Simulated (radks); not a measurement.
Values are calculated unless marked as measured or tabulated.
Task: Species: Au+. Configuration: [Xe] 4f14 5d10 (the NIST ground configuration). Code: a radial shooting solver on a logarithmic mesh with Libxc functionals. Model: Dirac Kohn-Sham, LDA (Slater exchange, Perdew-Wang correlation), spin-unpolarised, spherical densities, point nucleus. Some entries of the table are withheld. Estimate them.

orbital  occ.  eigenvalue (eV)  <1/r> (bohr^-1)  <r^2> (bohr^2)
1s1/2       2        -80600.40            95.76       0.0003935
2s1/2       2        -14217.98            23.53        0.005942
2p1/2       2        -13637.03            23.48        0.004204
2p3/2       4        -11803.08            19.13        0.005392
3s1/2       2        -3361.614            8.632         0.03862
3p1/2       2        -3100.171            8.546         0.03520
3p3/2       4        -2695.562            7.411         0.04163
3d3/2       4        -2260.589            7.312         0.03192
3d5/2       6        -2173.574            7.054         0.03367
4s1/2       2        -735.6082            3.655          0.1873
4p1/2       2        -624.1899            3.546             (1)
4p3/2       4        -526.9089            3.149             (2)
4d3/2       4        -344.4124            2.948             (3)
4d5/2       6        -326.2979            2.856             (4)
5s1/2       2        -117.0687            1.481          0.9653
4f5/2       6         -91.9913            2.481          0.2976
4f7/2       8         -88.1763            2.445          0.3062
5p1/2       2         -80.8277            1.353           1.138
5p3/2       4         -64.1771            1.205           1.380
5d3/2       4         -16.5978           0.8629           2.809
5d5/2       6         -15.0179           0.8239           3.083

Result: 
(1) 4p1/2 <r^2> (bohr^2): 0.1911
(2) 4p3/2 <r^2> (bohr^2): 0.2240
(3) 4d3/2 <r^2> (bohr^2): 0.2365
(4) 4d5/2 <r^2> (bohr^2): 0.2483
